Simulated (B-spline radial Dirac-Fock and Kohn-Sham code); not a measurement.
# Ce⁴⁰⁺: scattering cross sections and density moments

System: Ce⁴⁰⁺, [Ne] 3s2 3p6.

The computed values come from a B-spline atomic structure program: configuration-average Dirac-Fock orbitals.

| Item | Value |
| --- | --- |
| Sum of ⟨r⟩ | 2.812 bohr |
| Sum of ⟨r²⟩ | 0.6690 bohr² |
| Sum of ⟨1/r⟩ | 287.19 per bohr |
| Langevin diamagnetic susceptibility | -0.530 × 10⁻⁶ cm³/mol |
| Lamb shielding (α²/3)Σ⟨1/r⟩ | 5098 ppm |

Coherent scattering is the Thomson cross section weighted by f₀², without anomalous dispersion; incoherent scattering is Klein-Nishina weighted by S. The Lamb formula is the non-relativistic shielding expression. Electron correlation is left out. A dash stands where the photon energy is too low for the impulse approximation behind that column.

| hν (keV) | coherent (b) | incoherent (b) | incoherent per electron (b) |
| --- | --- | --- | --- |
| 2 | 214.0 | – | – |
| 5 | 206.3 | – | – |
| 10 | 182.6 | – | – |
| 17.4793 | 138.5 | 2.223 | 0.123 |
| 20 | 124.9 | 2.621 | 0.146 |
| 100 | 17.10 | 6.503 | 0.361 |
| 200 | 5.371 | 6.357 | 0.353 |
| 500 | 0.9903 | 4.985 | 0.277 |

Incoherent scattering overtakes coherent scattering between 100 and 200 keV.
